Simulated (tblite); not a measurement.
C₄H₂F₃GeN.
Bonds: N1–C2 (triple), C2–C3, C3–Ge4, Ge4–F5, C3–C6, C6–F7, C6–C8 (double), C8–F9, C3–C8. Hydrogens: H10, H11 on Ge4.

Computed with GFN2-xTB (tblite), gas phase: L-BFGS steps from a force-field or distance-geometry start until the largest atomic force falls under 0.01 eV/Å.

Step 7: E = -775.7868 eV
```
atom  x, y, z in Å  |  force x, y, z in eV/Å
N1      0.4526    2.7241   -0.8704    0.020  -0.035  -0.024
C2      0.4202    1.6333   -0.5247   -0.022   0.060  -0.038
C3      0.3030    0.2824   -0.0757   -0.028   0.155   0.004
Ge4    -1.5682   -0.4011   -0.3052    0.283  -0.036  -0.021
F5     -1.4686   -2.1228   -0.0479    0.046   0.063  -0.030
C6      1.1697   -0.1120    1.1090    0.085  -0.156   0.260
F7      1.2592   -0.0010    2.4121    0.025   0.009  -0.091
C8      1.5706   -0.5762   -0.0232    0.026  -0.155  -0.173
F9      2.3969   -1.2671   -0.7721   -0.152   0.133   0.134
H10    -2.0474   -0.2122   -1.7041   -0.129  -0.067  -0.142
H11    -2.4825    0.0553    0.7763   -0.155   0.030   0.122
```

Step 8: E = -775.7924 eV
```
atom  x, y, z in Å  |  force x, y, z in eV/Å
N1      0.4510    2.7211   -0.8716    0.031  -0.069  -0.014
C2      0.4242    1.6305   -0.5235   -0.025   0.203  -0.072
C3      0.3046    0.2839   -0.0736    0.114   0.034   0.099
Ge4    -1.5629   -0.3947   -0.3087    0.102   0.005   0.001
F5     -1.4664   -2.1119   -0.0500    0.065  -0.017  -0.020
C6      1.1752   -0.1149    1.1137   -0.014  -0.122   0.085
F7      1.2589    0.0004    2.4148    0.049   0.000  -0.024
C8      1.5719   -0.5784   -0.0206   -0.115  -0.046  -0.089
F9      2.3913   -1.2637   -0.7758   -0.048   0.048   0.067
H10    -2.0553   -0.2204   -1.7108   -0.083  -0.052  -0.062
H11    -2.4870    0.0507    0.7802   -0.076   0.019   0.028
```

Problem. Estimate the geometry and energy of step 9. (The exact step hangs on the optimiser's Hessian estimate; all steps are aligned on step 8, rigid shifts and turns removed.)

Solution. E = -775.7950 eV, largest force 0.158 eV/Å
```
atom  x, y, z in Å  |  force x, y, z in eV/Å
N1      0.4511    2.7206   -0.8731    0.030   0.000  -0.040
C2      0.4252    1.6309   -0.5237   -0.006   0.153  -0.037
C3      0.3070    0.2858   -0.0712    0.111   0.016   0.103
Ge4    -1.5584   -0.3922   -0.3100   -0.026   0.033   0.005
F5     -1.4643   -2.1079   -0.0512    0.076  -0.048  -0.014
C6      1.1775   -0.1189    1.1165   -0.052  -0.089  -0.010
F7      1.2598    0.0010    2.4157    0.061  -0.007   0.035
C8      1.5698   -0.5798   -0.0205   -0.136  -0.004  -0.014
F9      2.3883   -1.2615   -0.7762    0.010  -0.009   0.008
H10    -2.0602   -0.2246   -1.7148   -0.049  -0.048   0.000
H11    -2.4904    0.0494    0.7824   -0.019   0.003  -0.036
```

The energy changes by -0.0026 eV. The first-order estimate −F·Δx gives -0.0037 eV and the mean of the old and new forces, exact on a quadratic surface, -0.0026 eV. The step makes an angle of 51° with the force vector and moves no atom by more than 0.008 Å.

What follows is the cost of the whole relaxation. On Arm Neoverse V2, one thread, no GPU, shared host with 32 logical CPUs at a one-minute load of 18, this took 0.23 s wall.
